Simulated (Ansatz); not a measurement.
**Ligand exchange: HCl + C2H10GeSi → SiH3Cl + C2H8Ge**

Species: HCl (hydrogen chloride), singlet; C2H10GeSi `[SiH3]C[CH2][GeH3]`, singlet; SiH3Cl (chlorosilane) `[SiH3]Cl`, singlet; C2H8Ge `C[CH2][GeH3]`, singlet. The partners trade H for SiH3: Cl–H and C–SiH3 bonds give way to Cl–SiH3 and C–H.

Shapes, held fixed at every level: PBE0-D4/def2-TZVP. Flexible molecules stand in one conformer, not always the lowest. Programs: Ansatz 0.2.0. Electronic energies: no zero-point or thermal term.

```
               level                    kind  ΔE (kJ/mol)  less CCSD(T)/def2-TZVPP
       HF/def2-TZVPP            Hartree–Fock       -118.9                    -21.8
r2SCAN-D4/def2-TZVPP                meta-GGA       -103.1                     -6.0
 B3LYP-D4/def2-TZVPP           global hybrid       -101.2                     -4.1
  PBE0-D4/def2-TZVPP           global hybrid        -99.2                     -2.1
  wB97M-V/def2-TZVPP  range-separated hybrid       -101.6                     -4.5
   B2PLYP/def2-TZVPP           double hybrid       -105.8                     -8.7
      MP2/def2-TZVPP     perturbation theory       -100.6                     -3.5
  CCSD(T)/def2-TZVPP   coupled cluster or CI        -97.1                      0.0
```

The highest level, CCSD(T)/def2-TZVPP, gives ΔE = -97.1 kJ/mol; the levels span -118.9 to -97.1. The column of differences is taken from that level and isn't an error. No measured value is set beside it here. Relativity is left out for Ge unless named. Correlated rows may include outer-core shells of Ge, which these sets cover unevenly.
